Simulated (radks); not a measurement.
The numbers below are computed, except where a source is named.
Species: the platinum ion Pt64+. Configuration: [Ne] 3s2 3p2. Code: a radial shooting solver on a logarithmic mesh with Libxc functionals. Model: scalar-relativistic Kohn-Sham, LDA (Slater exchange, VWN5 correlation), spin-polarised, spherical densities, finite nucleus; open shells are filled with parallel spins first (spin-orbit coupling, left out, can overturn this in heavy ions); Fermi nuclear charge, rms radius 5.427 fm.

Unscreened Slater integrals over Kohn-Sham orbitals (hartree). They are taken over the spin-up orbitals. Empty in this configuration: 3d.

\begin{tabular}{lr}
integral & value \\ \hline
F0(3p,3p) & 5.2834 \\
F2(3p,3p) & 2.6340 \\
F0(3p,3s) & 5.2321 \\
G1(3p,3s) & 3.3837 \\
F0(3p,2p) & 6.9847 \\
F2(3p,2p) & 1.8259 \\
G0(3p,2p) & 0.73467 \\
G2(3p,2p) & 0.81565 \\
F0(3p,2s) & 6.8050 \\
G1(3p,2s) & 0.58084 \\
F0(3p,3d) & 5.5454 \\
F2(3p,3d) & 2.6522 \\
G1(3p,3d) & 2.7487 \\
G3(3p,3d) & 1.8674 \\
F0(3s,3s) & 5.1963 \\
F0(3s,2p) & 6.7874 \\
G1(3s,2p) & 0.72283 \\
F0(3s,2s) & 6.6708 \\
G0(3s,2s) & 0.58500 \\
F0(3s,3d) & 5.4958 \\
G2(3s,3d) & 2.1398 \\
F0(2p,2p) & 14.168 \\
F2(2p,2p) & 6.6972 \\
F0(2p,2s) & 13.230 \\
G1(2p,2s) & 7.5973 \\
F0(2p,3d) & 7.5520 \\
F2(2p,3d) & 2.3729 \\
G1(2p,3d) & 2.2760 \\
G3(2p,3d) & 1.3141 \\
F0(2s,2s) & 12.646 \\
F0(2s,3d) & 7.4763 \\
G2(2s,3d) & 2.0154 \\
F0(3d,3d) & 6.0117 \\
F2(3d,3d) & 3.1323 \\
F4(3d,3d) & 2.0327 \\
\end{tabular}

Derived for the open shells (J is the average intra-shell exchange parameter used in DFT+U). 3p: J = F2/5 = 0.5268 hartree.
